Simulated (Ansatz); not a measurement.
Consider the ligand exchange at the Si–O bond: `N[SiH2]O[Si](N)(Cl)Cl` + `N[SiH2]S` → `N[SiH2]S[SiH2]N` + `N[Si](O)(Cl)Cl`.

Program: Ansatz. Geometries: PBE0-D4/def2-TZVP. ΔE: electronic, gas phase. CCSD(T)/CBS adds triple-zeta CCSD(T) − MP2 to the extrapolated MP2 energy (def2 sets, frozen cores). This one scheme is used for every species. Functionals use def2-TZVPP. Each species was taken in one conformer, which may not be the lowest.

`N[SiH2]O[Si](N)(Cl)Cl`:

Cartesian coordinates in Å:
```
N -0.230 2.062 1.369
Si -0.875 1.541 -0.116
O -0.210 0.148 -0.725
Si 0.536 -1.174 -0.199
N 0.563 -2.319 -1.433
Cl 2.467 -0.807 0.356
Cl -0.427 -1.787 1.518
H -0.473 1.601 2.230
H 0.677 2.494 1.424
H -2.318 1.275 0.075
H -0.609 2.578 -1.136
H -0.260 -2.483 -1.989
H 1.158 -3.128 -1.374
```

`N[SiH2]S`:

```xyz
8

N    -0.821    1.142    0.264
Si    0.170   -0.244    0.355
S     1.019   -0.734   -1.559
H    -0.464    2.041    0.538
H    -1.571    1.220   -0.403
H    -0.585   -1.449    0.781
H     1.220    0.082    1.351
H     1.032   -2.057   -1.327
```

`N[SiH2]S[SiH2]N`:

```xyz
13

N    -1.464    1.030   -1.226
Si   -1.432   -0.589   -0.679
S     0.433   -1.663   -0.854
Si    1.344   -0.822    0.871
N     1.246    0.900    0.809
H    -0.867    1.685   -0.742
H    -1.488    1.218   -2.216
H    -1.798   -0.604    0.757
H    -2.387   -1.361   -1.508
H     2.722   -1.385    0.878
H     0.646   -1.203    2.125
H     1.272    1.403    1.683
H     1.772    1.390    0.101
```

`N[Si](O)(Cl)Cl`:

Cartesian coordinates in Å:
```
N 0.520 1.031 -0.422
Si -0.385 -0.325 0.032
O 0.298 -1.099 1.286
Cl -2.280 0.063 0.677
Cl -0.510 -1.495 -1.637
H 0.685 1.770 0.243
H 0.449 1.384 -1.363
H 1.224 -1.329 1.184
```

```
                species  r2SCAN-D4 energy (Eh)
`N[SiH2]O[Si](N)(Cl)Cl`            -1687.94395
             `N[SiH2]S`             -745.46321
      `N[SiH2]S[SiH2]N`            -1091.55888
       `N[Si](O)(Cl)Cl`            -1341.83058
```

Problem. Work out ΔE.

Solution. ΔE = (-1091.55888) + (-1341.83058) − (-1687.94395) − (-745.46321) = 0.01770 Eh = +46.5 kJ/mol. CCSD(T)/CBS gives +50.8 kJ/mol.

Largest T1 diagnostic among the species: 0.011.

From PBE to PBE0 (25 % exact exchange), in def2-TZVPP and without D4, ΔE moves by +5.1 kJ/mol. In def2-TZVPP, CCSD(T) changes the Hartree–Fock value by −23.3 kJ/mol (the triples alone add −4.8 kJ/mol) and MP2 by −27.4 kJ/mol.
